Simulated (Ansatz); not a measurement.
Total energies of N-butylpyridinium (C₉H₁₄N⁺) from Ansatz at PBE-D4/def2-TZVP, gas phase (1 Eh = 27.2114 eV = 2625.5 kJ/mol). The reference geometry is relaxed at PBE-D4/def2-SVP.

| state | geometry | energy (Eh) |
| --- | --- | --- |
| charge 1 singlet | reference | -405.53379 |
| charge 0 doublet | reference | -405.70778 |
| charge 0 doublet | relaxed at PBE-D4/def2-SVP | -405.71232 |

Q: Work out the vertical electron affinity, to the doublet.

A: E(charge 1 singlet) − E(charge 0 doublet) = -405.53379 − (-405.70778) = 0.17399 Eh = 4.73 eV.

Q: How much does the charge 0 doublet relax, and what is the adiabatic electron affinity?

A: Relaxation: -405.70778 − (-405.71232) = 0.00454 Eh = 0.12 eV. Adiabatic electron affinity: 0.17853 Eh = 4.86 eV, without zero-point energy.
